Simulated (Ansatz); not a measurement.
`F[SiH2]S[SiH2]Cl` at its PBE0-D4/def2-TZVP geometry, where that method's forces vanish. Charge 0, multiplicity 1.

```xyz
9

F    -0.2204   -2.3238   -0.8992
Si   -1.1059   -1.1371   -0.3047
S    -0.5512    0.7208   -1.1705
Si    1.0798    1.1611    0.1244
Cl    0.4507    2.0345    1.8693
H    -0.8842   -1.1141    1.1576
H    -2.5133   -1.3871   -0.6768
H     1.8000   -0.0790    0.4861
H     1.9446    2.1248   -0.5863
```

(1) What forces (eV/Å) does PBE-D4/def2-TZVPP give on these atoms in the Gaussian-basis code of Ansatz? (An estimate is asked.)

Results:

(1) Computed: 
```
F1   0.352 -0.496 -0.240
Si2 -0.235  0.283  0.200
S3  -0.133  0.174 -0.260
Si4  0.059 -0.047 -0.032
Cl5 -0.080  0.130  0.253
H6   0.015  0.006  0.180
H7  -0.178 -0.018 -0.044
H8   0.095 -0.142  0.038
H9   0.105  0.109 -0.095
```
